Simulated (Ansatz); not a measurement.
Relaxation of Cl3H6SiW (11 atoms, charge 0, multiplicity 2), to a largest force component of 0.03 eV/Å in at most 50 steps.

The calculation used Ansatz, UHF/def2-SVP.

```xyz
11
Properties=species:S:1:pos:R:3:forces:R:3
W 0.209 -0.207 -0.584 -0.01 0.01 -0.12
H -0.006 0.000 2.325 -0.01 0.01 -0.12
Cl 2.338 0.389 0.104 0.02 -0.01 0.00
H -0.134 1.262 0.102 -0.03 -0.02 -0.02
H -1.261 0.133 0.103 0.02 0.03 -0.02
Cl -0.378 -2.338 0.109 0.01 -0.02 0.00
Cl -0.083 0.080 -2.816 0.00 0.00 0.01
Si -0.003 0.000 3.794 0.00 0.00 0.29
H -0.766 -1.170 4.279 -0.01 -0.01 0.00
H 1.394 -0.069 4.275 0.01 0.00 0.00
H -0.639 1.248 4.272 0.00 0.01 0.00
```

Task: Where does it end, and by what steps?

Result: The run converged. The force dipped under the threshold on the way, but the program's further checks kept it going. After 8 steps the energy has fallen by 0.066 eV; H11 moved furthest, 0.73 Å.

```
step  energy less start (eV)  largest force component (eV/Å)  accepted
   0                  0.0000                           0.289       yes
   1                 -0.0385                           0.101       yes
   2                 -0.0528                           0.304       yes
   3                 -0.0616                           0.070       yes
   4                 -0.0622                           0.118       yes
   5                 -0.0642                           0.040       yes
   6                 -0.0652                           0.022       yes
   7                 -0.0656                           0.016       yes
   8                 -0.0657                           0.009       yes
```

```xyz
11
Properties=species:S:1:pos:R:3
W 0.236 -0.230 -1.147
H -0.119 0.088 2.949
Cl 2.345 0.343 -0.393
H -0.114 1.223 -0.433
H -1.221 0.107 -0.434
Cl -0.310 -2.342 -0.385
Cl -0.087 0.084 -3.375
Si -0.035 0.028 4.427
H -0.781 -1.155 4.915
H 1.385 -0.076 4.836
H -0.628 1.258 5.001
```

Whether the end is a true minimum wasn't checked by a vibrational analysis.

The run took 48 s on 4 threads of Arm Neoverse V1, with other jobs on the host, peak memory 0.52 GiB.
